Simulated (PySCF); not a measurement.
HgI, neutral, multiplicity 2. Atoms are numbered in the order given.

```xyz
2

Hg     0.0000     0.0000    -1.1302
I      0.0000     0.0000     1.7060
```
Charge 0, spin multiplicity 2.

The structure is a stationary point at B3LYP-D3(BJ)/def2-TZVP. The multiplicity is an assumed one; other spin states were not compared. The def2 effective core potentials stand for the cores of Hg, I; spin–orbit coupling is left out.

These are PySCF with PBE/def2-TZVPD values and carry that method's errors.

Mulliken values depend strongly on the basis, most of all with diffuse functions as here. ESP charges are fitted to the potential on shells at 1.4 to 2.0 van der Waals radii. Atomic charges (e):

| atom | Mulliken | ESP fit | Mulliken spin |
|---|---|---|---|
| Hg1 | 0.21 | ? | 0.47 |
| I2 | -0.21 | ? | 0.53 |

**Question.** Complete the blanks. (The exact figures need the calculation; the answer reports its results.)

**Answer.** 
- Hg1, ESP fit: 0.21
- I2, ESP fit: -0.21
